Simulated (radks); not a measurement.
Values are calculated unless marked as measured or tabulated.
The mean radii <r> (bohr) of the occupied orbitals of an atom or ion are listed with their occupations. Level of theory: non-relativistic Kohn-Sham, TASK exchange with Perdew-Wang LDA correlation, spin-polarised, spherical densities, point nucleus; meta-GGA in the generalised Kohn-Sham scheme (a radial shooting solver on a logarithmic mesh with Libxc functionals).

| orbital | occ. | <r> |
|---|---|---|
| 1s up | 1 | 0.02136 |
| 1s down | 1 | 0.02136 |
| 2s up | 1 | 0.09043 |
| 2s down | 1 | 0.09043 |
| 2p up | 3 | 0.07654 |
| 2p down | 3 | 0.07654 |
| 3s down | 1 | 0.2306 |
| 3s up | 1 | 0.2306 |
| 3p up | 3 | 0.2205 |
| 3p down | 3 | 0.2205 |
| 3d up | 5 | 0.1940 |
| 3d down | 5 | 0.1940 |
| 4s up | 1 | 0.5185 |
| 4s down | 1 | 0.5185 |
| 4p up | 3 | 0.5278 |
| 4p down | 3 | 0.5278 |
| 4d up | 5 | 0.5512 |
| 4d down | 5 | 0.5512 |
| 5s down | 1 | 1.275 |
| 5s up | 1 | 1.274 |
| 5p up | 3 | 1.417 |
| 5p down | 3 | 1.409 |
| 4f up | 7 | 0.6856 |
| 4f down | 7 | 0.6840 |
| 6s up | 1 | 3.382 |

Name the element and its charge. Open shells, if any, are filled with parallel spins first.

Answer. Z = 71, lutetium, charge +2: Lu2+ in [Xe] 4f14 6s1. The 1s radius gives Z: for a bare nucleus <r> = 1.5/Z, 0.02113 bohr for Z = 71, and screening makes it slightly larger (0.02136 here). The occupations add up to 69, and the charge is Z minus that.
